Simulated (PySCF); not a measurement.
# How methods differ on the ionisation energy of Cs⁺

Cs⁺ [Xe] (1S) → Cs²⁺ [Kr] 4d10 5s2 5p5 (2P), as a difference of total energies. Computed with PySCF 2.14 in Sapporo-DKH3-DZP-2012, with scalar relativity by spin-free X2C-1e. Correlated levels: valence: [Kr] 4d10 5s2 frozen. The calculations carry no spin-orbit coupling.

```tsv
method	ionisation energy (eV)	difference from reference (eV)
UHF	22.677	-0.480
MN15	23.545	+0.388
M06-L	23.246	+0.089
MP2 (valence)	23.463	+0.306
SCS-MP2 (valence)	23.420	+0.263
CCSD (valence)	23.450	+0.293
CCSD(T) (valence)	23.452	+0.295
```

Reference: 23.157 eV (measured; NIST Atomic Spectra Database, ionization energies).

The reference lies between the lowest fine-structure levels, while these numbers refer to the centres of the terms.

Errors of the correlated levels include the incompleteness of this basis and the frozen core.
